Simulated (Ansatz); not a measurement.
Gas-phase electronic energies from Ansatz, PBE0-D4/def2-TZVP geometries. CCSD(T)/CBS is the MP2 limit (def2-TZVPP, def2-QZVPP) plus CCSD(T) − MP2 in def2-TZVPP, frozen cores. Functionals use def2-TZVPP. B3LYP here is the variant with VWN-RPA as its local correlation; programs differ in this. HSE06 is defined as in plane-wave codes. Each species was taken in one conformer, which may not be the lowest.

Consider the formal exchange of groups at the Si–C bond: `CC([SiH3])(Cl)Cl` + `O[SiH](F)[SiH3]` → `O[SiH](F)[SiH2][SiH3]` + `CC(Cl)Cl`.

| level | ΔE (kJ/mol) | difference from CCSD(T)/CBS |
| --- | --- | --- |
| LDA (SPW92) | -28.9 | -9.7 |
| PBE-D4 | -33.9 | -14.7 |
| BLYP-D4 | -21.6 | -2.4 |
| r2SCAN-D4 | -28.1 | -8.9 |
| B97M-V | -32.2 | -13.0 |
| B3LYP-D4 | -22.4 | -3.2 |
| r2SCANh-D4 | -28.1 | -8.9 |
| r2SCAN0-D4 | -27.9 | -8.7 |
| BHLYP-D4 | -20.5 | -1.3 |
| CAM-B3LYP-D4 | -20.5 | -1.3 |
| ωB97X-V | -22.8 | -3.6 |
| ωB97M-V | -17.0 | 2.2 |
| B2PLYP | -21.9 | -2.7 |
| PBE-QIDH | -25.5 | -6.3 |
| BLYP | -30.2 | -11.0 |
| r2SCAN | -28.8 | -9.6 |
| PBE0 | -35.8 | -16.6 |
| B3LYP | -28.5 | -9.3 |
| r2SCANh | -28.8 | -9.6 |
| r2SCAN0 | -28.7 | -9.5 |
| HSE06 | -35.8 | -16.6 |
| BHLYP | -24.8 | -5.6 |
| CAM-B3LYP | -23.3 | -4.1 |
| LC-ωPBE | -30.2 | -11.0 |
| RPA@PBE/def2-TZVPP | -16.5 | 2.7 |
| HF/def2-SVP | -19.8 | -0.6 |
| MP2/def2-SVP | -11.8 | 7.4 |
| CCSD/def2-SVP | -17.9 | 1.3 |
| CCSD(T)/def2-SVP | -16.6 | 2.6 |
| HF/def2-TZVPP | -23.0 | -3.8 |
| MP2/def2-TZVPP | -12.0 | 7.2 |
| SCS-MP2/def2-TZVPP | -12.6 | 6.6 |
| CCSD/def2-TZVPP | -21.1 | -1.9 |
| CCSD(T)/def2-TZVPP | -20.0 | -0.8 |
| HF/def2-QZVPP | -22.5 | -3.3 |
| MP2/def2-QZVPP | -11.4 | 7.8 |
| SCS-MP2/def2-QZVPP | -12.3 | 6.9 |
| HF/CBS(def2) | -22.4 | -3.2 |
| MP2/CBS(def2) | -11.2 | 8.0 |
| CCSD/CBS(def2) | -20.3 | -1.1 |
| CCSD(T)/CBS | -19.2 | 0 |

Largest T1 diagnostic among the species: 0.013.

The D4 term adds +6.1 kJ/mol with B3LYP and +2.9 kJ/mol with PBE0; it sums over pairs of atoms, weighted by their polarisabilities, and B3LYP, whose exchange is more repulsive, gets the larger term. From BLYP to BHLYP (50 % exact exchange), in def2-TZVPP and without D4, ΔE moves by +5.4 kJ/mol.
